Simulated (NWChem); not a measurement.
# GeH2Cl2; SMILES [Cl][GeH2][Cl]

```xyz
5

Ge     0.0000     0.0000    -0.6179
Cl    -1.7444     0.0000     0.6394
Cl     1.7444     0.0000     0.6394
H      0.0000     1.2951    -1.4332
H      0.0000    -1.2951    -1.4332
```
Atoms are numbered in this order, from 1.

Program: NWChem. The geometry was optimised at PBE0/def2-SVP. GIAO values for the isolated, static molecule; σ is the absolute isotropic shielding, δ = σ(reference) − σ with the isolated reference molecule computed at the same levels (1H: tetramethylsilane).

Question: Predict the results for KT2/pcSseg-1. Quantities: σ Ge1 (ppm); σ Cl2 (ppm); δ H4 (ppm).

Answer: 
| Quantity | Result |
|---|---|
| σ Ge1 (ppm) | 1270.9 |
| σ Cl2 (ppm) | 872.0 |
| δ H4 (ppm) | 6.38 |
